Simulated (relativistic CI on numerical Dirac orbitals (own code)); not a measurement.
Sensitivity of the levels of Hf9+ to α and to the nuclear radius

These numbers are calculated, not measured: Dirac-Coulomb-Breit CI, KLI orbitals optimised for each configuration, derivatives by finite differences, unscaled Slater integrals, QED left out (own radial code, finite nucleus).

CI space (outside the closed core [Kr] 4d10): 4f¹³5s²5p², 4f¹²5s²5p³, 4f¹⁴5s²5p, 4f¹³5s5p³, 4f¹²5s5p⁴, 4f¹³5p⁴, 4f¹⁴5s²5d, 4f¹⁴5s5p². Levels of other configurations are missing.

With x = (α/α₀)² − 1 an excitation energy changes as ω = ω₀ + qx; K = 2q/ω₀ is the relative enhancement. Terms are leading LS components, so labels can repeat. The field-shift factor is F = δν/δ⟨r²⟩ for the transition from the lowest level.

Lowest level 4f¹²5s²5p³ ⁴I°15/2.

```tsv
Level	ω₀ (cm⁻¹)	q (cm⁻¹)	K	F (GHz/fm²)
4f¹²5s²5p³ ⁴G°11/2	6606.9	-195.3	-0.0591	0.174
4f¹²5s²5p³ ²G°9/2	8096.4	2442	0.603	0.139
4f¹²5s²5p³ ⁴H°13/2	10264.2	6282	1.22	-0.602
4f¹²5s²5p³ ⁴F°9/2	12633.5	692.9	0.11	0.0676
4f¹²5s²5p³ ⁴G°7/2	13387.7	7115	1.06	0.38
4f¹²5s²5p³ ⁴G°5/2	15418.5	7393	0.959	0.249
4f¹²5s²5p³ ⁴G°11/2	16497.4	6682	0.81	-0.563
4f¹²5s²5p³ ⁴F°7/2	18829.2	9694	1.03	-0.111
4f¹²5s²5p³ ⁴I°13/2	19266.2	10110	1.05	0.708
4f¹³5s²5p² ²F°7/2	22367.4	72500	6.48	-20.3
4f¹²5s²5p³ ⁴H°9/2	24022.5	12000	0.999	0.26
4f¹²5s²5p³ ⁶F°5/2	24445.5	8939	0.731	0.533
4f¹²5s²5p³ ⁴H°11/2	26645.7	14600	1.1	0.119
4f¹²5s²5p³ ⁶F°3/2	27602.2	11050	0.801	0.204
4f¹²5s²5p³ ²F°5/2	27950.3	14070	1.01	0.567
4f¹²5s²5p³ ²H°11/2	29931.0	12630	0.844	0.733
4f¹²5s²5p³ ⁴G°7/2	30216.5	11470	0.759	0.2
4f¹²5s²5p³ ⁶F°1/2	31576.1	15240	0.965	0.0587
4f¹²5s²5p³ ⁴G°9/2	31768.2	13380	0.842	0.439
4f¹²5s²5p³ ²F°7/2	32892.5	12160	0.74	0.668
4f¹²5s²5p³ ⁴F°5/2	34018.0	8346	0.491	0.351
4f¹²5s²5p³ ⁴F°9/2	35478.7	17950	1.01	0.137
4f¹²5s²5p³ ²G°7/2	38329.2	10180	0.531	0.187
```

At this charge transitions that keep the count of f electrons are usually good to a few per cent. Terms inside the open d or f shell come out 10 to 20 % too wide with unscaled integrals. Levels and lines within the n = 5 or 6 shells can be off by up to 10 % or somewhat more, and those that change n by about 2 %, since core polarisation is missing. Levels that differ in their count of f electrons can be misplaced by several ten thousand cm⁻¹, since the correlation energy of f electrons is missing or only estimated; rates across such gaps can be off by orders of magnitude. The computed lowest level isn't the tabulated ground level, which NIST ASD gives as 4f13 5p2 4F°7/2; for such ions that label comes from theory and may be the wrong one.
